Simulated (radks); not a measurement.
The numbers below are computed, except where a source is named.
Spherical jellium clusters: N electrons in a uniform positive sphere of charge N and radius rs N^(1/3), rs = 2.48 bohr. Level of theory: non-relativistic Kohn-Sham, LDA (Slater exchange, Perdew-Wang correlation), spin-polarised, spherical densities (a radial shooting solver with Libxc functionals). Levels are named by radial order and angular momentum (1s, 1p, 1d, 2s, ...), and open shells are averaged over m.

N = 19, configuration 1s2 1p6 1d10 2s(up 1, down 0). This is the lowest configuration that the search found. Occupied and some empty levels:

| level | occupation | eigenvalue (eV) | <r> (bohr) |
|---|---|---|---|
| 1s up | 1 | -9.2661 | 3.943 |
| 1s down | 1 | -9.0298 | 4.082 |
| 1p up | 3 | -7.0103 | 4.951 |
| 1p down | 3 | -6.9161 | 4.977 |
| 1d up | 5 | -4.4769 | 5.736 |
| 1d down | 5 | -4.4065 | 5.733 |
| 2s up | 1 | -3.9694 | 5.230 |
| 2s down | 0 | -3.6114 | 5.356 |
| 1f up | 0 | -1.7852 | 6.633 |
| 1f down | 0 | -1.7116 | 6.632 |
| 2p up | 0 | -1.4321 | 7.385 |
| 2p down | 0 | -1.3008 | 7.597 |

Energy (eV): total -22.5321, kinetic 75.107, external -1722.2, Hartree 835.26, exchange-correlation -101.34, background 890.65.
